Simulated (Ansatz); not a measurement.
Breaking the Si1–H4 bond in F2H2Si (SMILES F[SiH2]F) (multiplicity 1 held, fragments rigid). Energies count from the point at 1.470 Å.
Geometry at that point (charge 0, multiplicity 1):
```xyz
5

Si     0.22395    -0.14591     0.36052
F     -0.89517    -0.95087    -0.43504
F      0.40910     1.26754    -0.34743
H      1.48977    -0.88621     0.26169
H     -0.25050     0.07882     1.73329
```

U- levels take the lowest unrestricted solution at each point, which mixes spins at long bonds. Active spaces are followed from a long bond inwards. Levels need not reach the same state.

Frozen-core correlation.

The values were computed with Ansatz (Gaussian orbitals). Each number belongs to the level named beside it.

Energies in eV.

```json
[
 {"R (Å)": "1.176", "U-MP2/cc-pV(D+d)Z": "1.31", "U-SCS-MP2/cc-pV(D+d)Z": "1.31", "SC-NEVPT2 on CASSCF(2,2)/cc-pV(D+d)Z": "1.37", "FIC-MRCISD+Q on CASSCF(2,2)/cc-pV(D+d)Z": "1.31"},
 {"R (Å)": "1.323", "U-MP2/cc-pV(D+d)Z": "0.26", "U-SCS-MP2/cc-pV(D+d)Z": "0.26", "SC-NEVPT2 on CASSCF(2,2)/cc-pV(D+d)Z": "0.29", "FIC-MRCISD+Q on CASSCF(2,2)/cc-pV(D+d)Z": "0.26"},
 {"R (Å)": "1.470", "U-MP2/cc-pV(D+d)Z": "0.00", "U-SCS-MP2/cc-pV(D+d)Z": "0.00", "SC-NEVPT2 on CASSCF(2,2)/cc-pV(D+d)Z": "0.00", "FIC-MRCISD+Q on CASSCF(2,2)/cc-pV(D+d)Z": "0.00"},
 {"R (Å)": "1.617", "U-MP2/cc-pV(D+d)Z": "0.18", "U-SCS-MP2/cc-pV(D+d)Z": "0.18", "SC-NEVPT2 on CASSCF(2,2)/cc-pV(D+d)Z": "0.14", "FIC-MRCISD+Q on CASSCF(2,2)/cc-pV(D+d)Z": "0.17"},
 {"R (Å)": "1.764", "U-MP2/cc-pV(D+d)Z": "0.60", "U-SCS-MP2/cc-pV(D+d)Z": "0.59", "SC-NEVPT2 on CASSCF(2,2)/cc-pV(D+d)Z": "0.50", "FIC-MRCISD+Q on CASSCF(2,2)/cc-pV(D+d)Z": "0.57"},
 {"R (Å)": "1.984", "U-MP2/cc-pV(D+d)Z": "1.40", "U-SCS-MP2/cc-pV(D+d)Z": "1.39", "SC-NEVPT2 on CASSCF(2,2)/cc-pV(D+d)Z": "1.21", "FIC-MRCISD+Q on CASSCF(2,2)/cc-pV(D+d)Z": "1.31"},
 {"R (Å)": "2.205", "U-MP2/cc-pV(D+d)Z": "2.39", "U-SCS-MP2/cc-pV(D+d)Z": "2.40", "SC-NEVPT2 on CASSCF(2,2)/cc-pV(D+d)Z": "1.93", "FIC-MRCISD+Q on CASSCF(2,2)/cc-pV(D+d)Z": "2.07"},
 {"R (Å)": "2.572", "U-MP2/cc-pV(D+d)Z": "3.57", "U-SCS-MP2/cc-pV(D+d)Z": "3.67", "SC-NEVPT2 on CASSCF(2,2)/cc-pV(D+d)Z": "2.92", "FIC-MRCISD+Q on CASSCF(2,2)/cc-pV(D+d)Z": "3.09"},
 {"R (Å)": "2.939", "U-MP2/cc-pV(D+d)Z": "3.95", "U-SCS-MP2/cc-pV(D+d)Z": "4.06", "SC-NEVPT2 on CASSCF(2,2)/cc-pV(D+d)Z": "3.54", "FIC-MRCISD+Q on CASSCF(2,2)/cc-pV(D+d)Z": "3.73"},
 {"R (Å)": "3.380", "U-MP2/cc-pV(D+d)Z": "4.09", "U-SCS-MP2/cc-pV(D+d)Z": "4.20", "SC-NEVPT2 on CASSCF(2,2)/cc-pV(D+d)Z": "3.90", "FIC-MRCISD+Q on CASSCF(2,2)/cc-pV(D+d)Z": "4.09"},
 {"R (Å)": "3.968", "U-MP2/cc-pV(D+d)Z": "4.13", "U-SCS-MP2/cc-pV(D+d)Z": "4.24", "SC-NEVPT2 on CASSCF(2,2)/cc-pV(D+d)Z": "4.06", "FIC-MRCISD+Q on CASSCF(2,2)/cc-pV(D+d)Z": "4.25"},
 {"R (Å)": "4.703", "U-MP2/cc-pV(D+d)Z": "4.14", "U-SCS-MP2/cc-pV(D+d)Z": "4.26", "SC-NEVPT2 on CASSCF(2,2)/cc-pV(D+d)Z": "4.09", "FIC-MRCISD+Q on CASSCF(2,2)/cc-pV(D+d)Z": "4.28"}
]
```

Doubts at one or more of the structures used: a spin-contaminated determinant (U-MP2/cc-pV(D+d)Z, U-SCS-MP2/cc-pV(D+d)Z).

Ansatz is a program for electronic structure.
